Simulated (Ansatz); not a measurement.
C3H7BO can be A, `C=COBC`, or B, `BCC1CO1`.

Computed with Ansatz on PBE0-D4/def2-TZVP structures; ΔE is electronic, products minus reactants. CBS: MP2 limit from def2 TZ/QZ plus the TZ coupled-cluster correction, frozen cores. Functionals use def2-TZVPP. B3LYP here is the variant with VWN-RPA as its local correlation; programs differ in this. Each species was taken in one conformer, which may not be the lowest.

(1) Which is lower in electronic energy at CCSD(T)/CBS, and by how much? (Estimate.)

(2) Give E(B) − E(A) in kcal/mol with HF/def2-TZVPP, MP2/def2-TZVPP, B3LYP-D4, PBE-D4, ωB97M-V, r2SCAN-D4, PBE0-D4. (Best estimate.)

Largest T1 diagnostic: 0.013.

Answers

(1) Ansatz gave: A, by 55.6 kcal/mol.

(2) Ansatz gave: HF/def2-TZVPP 56.7, MP2/def2-TZVPP 53.8, B3LYP-D4 57.8, PBE-D4 53.3, ωB97M-V 54.7, r2SCAN-D4 54.8, PBE0-D4 52.4. None reverses the order clearly.

In def2-TZVPP, CCSD(T) changes the Hartree–Fock value by −1.5 kcal/mol (the triples alone add +0.3 kcal/mol) and MP2 by −2.9 kcal/mol. From PBE to PBE0 (25 % exact exchange), in def2-TZVPP and without D4, E(B) − E(A) moves by −0.9 kcal/mol.
